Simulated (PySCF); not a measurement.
# Structure from 2D NMR

Compound of formula C3H6B2. Correlations simulated from computed shifts and couplings:

HSQC (one-bond C–H):
```
  δH    δC  ¹J(C,H) (Hz)
3.50  49.2           115
2.56  77.7           273
```

COSY cross peaks (|J| ≥ 2 Hz):
```
  δH    δH  abs. J (Hz)  bonds
3.50  2.56          2.8      4
```

HMBC (two and three bonds, |J| ≥ 2.5 Hz):
```
  δH        δC [abs. J in Hz]
6.95   88.1 [8.4], 49.2 [5.4]
3.50               77.7 [4.2]
2.56  88.1 [52.6], 49.2 [3.9]
```

Carbons without hydrogens: δ 88.1.

[PySCF 2.14: PBE0-D3(BJ)/def2-SVP structure; shielding tensors at HF/pcSseg-2 (GIAO); spin–spin couplings from B3LYP/pcJ-1 (spin–dipole term only in couplings to heteroatoms); no relativistic terms; rapidly exchanging positions averaged; gas phase; single conformer]

Chemical shifts δ = σref − σ; ¹H and ¹³C against TMS, all at this level.

Exchangeable hydrogens are left out of these lists, and C,H couplings along chains are those of one rotamer, so weak HMBC peaks may be missing or extra.

Which molecule is this?

Answers

SMILES BC(B)C#C.

Structure with atom numbers: `[BH2:1][CH:2]([BH2:3])[C:4]#[CH:5]`; H(Xn) means a hydrogen on atom n.

- δC 88.1 is C4, an alkyne carbon.
- δC 77.7 is C5, a terminal alkyne carbon (δH 2.56).
- δC 49.2 is C2, a propargylic sp3 CH bonded to 2 B (δH 3.50).
- HMBC from δH 6.95 reaches the proton-free carbon C4.
- HMBC from δH 2.56 reaches the proton-free carbon C4.
- COSY links 3.50–2.56.

Hydrogens on boron are broadened and split by ¹¹B (spin 3/2, 80 %) and 10B (spin 3). A carbon bonded to boron is broadened by the quadrupolar boron nucleus and is often missing from a measured spectrum. Shifts are as computed, not scaled to solution data. Of 1211 compounds with measured shifts, 218 miss one by over three times the rms of a fit or turn the order of signals round; such compounds aren't used in these exercises. Vicinal couplings across rotatable single bonds and in flexible rings belong to the one computed conformer; a conformer average would change them.
